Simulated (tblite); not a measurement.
Species: C₆H₂ClO₂ (doublet state).
InChI=1S/C6H2ClO2/c1-2-4-3-5(7)9-6(4)8/h3-4H/t4-/m0/s1

Method: GFN2-xTB as coded in tblite; computed harmonic values from a numerical Hessian at the method's own geometry, unscaled. Errors from tens to a few hundred cm⁻¹ against measured bands are possible. Open shells enter through the occupations alone, without spin polarisation, and single modes of such species can be off by tens of per cent.

Harmonic wavenumbers (cm⁻¹): 72.0, 108.5, 150.5, 191.4, 233.4, 256.0, 341.1, 444.9, 509.7, 547.1, 637.4, 685.6, 760.8, 844.8, 882.2, 959.4, 1005.7, 1021.9, 1089.1, 1105.5, 1166.9, 1214.6, 1593.4, 1837.0, 2298.4, 2943.0, 3193.2.

A = 2730, B = 977.5, C = 784.8 MHz; mass 140.974 u (most abundant isotopes); point group C1, symmetry number 1; spin multiplicity 2.

Problem. What is the zero-point energy?

Solution. ½Σν̃ = 13047 cm⁻¹ = 37.30 kcal/mol.

Problem. What is S at 298.15 K and 1 bar for an ideal gas of classical rigid rotors and harmonic oscillators?

Solution. Translation 40.77, rotation 29.42, vibration 20.81, spin (R ln 2) 1.38: S = 92.4 cal/(mol K).

Problem. And Cp and H(298.15 K) − H(0)?

Solution. Cp = 30.34 cal/(mol K), of which vibrations give 22.40 (their classical limit is 27 R = 53.7); H(298.15 K) − H(0) = 5.78 kcal/mol without the zero-point energy, 3.41 from vibrations.

Problem. Blend soft modes into free rotors: weight 1/[1 + (100 cm⁻¹/ν̃)⁴] for the oscillator and the rest for a rotor with moment μB/(μ + B), μ = h/(8π²ν), B = 10⁻⁴⁴ kg m². What vibrational entropy results?

Solution. 19.85 cal/(mol K) in place of 20.81, which changes −T·S at 298.15 K by +0.29 kcal/mol.

Problem. How do the functions run with temperature in this model?

Solution. 
```json
{"T (K)": "50", "S (cal/(mol K))": "58.8", "Cp (cal/(mol K))": "11.2", "H − H(0) (kcal/mol)": "0.45", "G − H(0) (kcal/mol)": "-2.49", "ln q(vib)": "0.20"}
{"T (K)": "100", "S (cal/(mol K))": "68.2", "Cp (cal/(mol K))": "16.1", "H − H(0) (kcal/mol)": "1.14", "G − H(0) (kcal/mol)": "-5.68", "ln q(vib)": "0.93"}
{"T (K)": "373.15", "S (cal/(mol K))": "99.7", "Cp (cal/(mol K))": "34.8", "H − H(0) (kcal/mol)": "8.23", "G − H(0) (kcal/mol)": "-28.96", "ln q(vib)": "6.15"}
{"T (K)": "500", "S (cal/(mol K))": "110.7", "Cp (cal/(mol K))": "40.7", "H − H(0) (kcal/mol)": "13.04", "G − H(0) (kcal/mol)": "-42.32", "ln q(vib)": "8.52"}
{"T (K)": "750", "S (cal/(mol K))": "128.8", "Cp (cal/(mol K))": "48.0", "H − H(0) (kcal/mol)": "24.21", "G − H(0) (kcal/mol)": "-72.35", "ln q(vib)": "12.84"}
{"T (K)": "1000", "S (cal/(mol K))": "143.2", "Cp (cal/(mol K))": "52.1", "H − H(0) (kcal/mol)": "36.77", "G − H(0) (kcal/mol)": "-106.40", "ln q(vib)": "16.69"}
```

q(vib) and H(0) count from the zero-point level.

Problem. Which modes carry the vibrational entropy at 298.15 K?

Solution. 72.0 cm⁻¹: 4.10; 108.5 cm⁻¹: 3.30; 150.5 cm⁻¹: 2.67; 191.4 cm⁻¹: 2.21; 233.4 cm⁻¹: 1.85; 256.0 cm⁻¹: 1.69 cal/(mol K); the other 21 give 4.99 together.

Problem. What must be added to the electronic energy to get the Gibbs energy at 298.15 K and 1 bar?

Solution. ZPE + [H(298.15 K) − H(0)] − T·S = 37.30 + 5.78 − 27.54 = 15.54 kcal/mol.

Hindered rotation and anharmonicity are outside this model. The structure is chiral; the term R ln 2 for an equal mix with its mirror image is left out.

On Arm Neoverse N1, one thread, shared host, this took 0.56 s. This covers the Hessian and the dipole derivatives.
